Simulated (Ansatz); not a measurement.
One change: `C[NH][GeH2][NH]C` becomes `C[NH][GeH3]`.

Ansatz, PBE0-D4/def2-TZVP geometries, multiplicity 1. Each molecule was computed in one conformer, which needn't be the lowest.

Scalar relativity is left out up to krypton.

```tsv
property	`C[NH][GeH2][NH]C`
size of the dipole moment (B3LYP/def2-TZVPP) / D	0.31
HOMO–LUMO gap (B3LYP/def2-TZVPP) / eV	6.84
HOMO–LUMO gap (ωB97M-V/def2-TZVPP) / eV	11.21
size of the dipole moment (PBE/def2-TZVPP) / D	0.21
LUMO energy (PBE0/def2-TZVPP) / eV	0.90
HOMO–LUMO gap (PBE/def2-TZVPP) / eV	5.17
```

(1) What does the change do to each property? (Estimate.)

Results:

(1) Computed: 
| property | `C[NH][GeH3]` | shift |
| --- | --- | --- |
| size of the dipole moment (B3LYP/def2-TZVPP) / D | 0.87 | 0.56 |
| HOMO–LUMO gap (B3LYP/def2-TZVPP) / eV | 6.71 | -0.13 |
| HOMO–LUMO gap (ωB97M-V/def2-TZVPP) / eV | 11.15 | -0.06 |
| size of the dipole moment (PBE/def2-TZVPP) / D | 0.86 | 0.65 |
| LUMO energy (PBE0/def2-TZVPP) / eV | 0.56 | -0.34 |
| HOMO–LUMO gap (PBE/def2-TZVPP) / eV | 5.01 | -0.16 |

With PBE0 the HOMO falls by 0.22 eV and the LUMO falls by 0.34 eV, so the gap narrows by about 0.12 eV. PBE moves the HOMO by -0.20 eV and ωB97M-V by -0.22 eV. Dipoles are sizes alone; their direction can turn.

B3LYP here is the variant with VWN-RPA as its local correlation; programs differ in this.
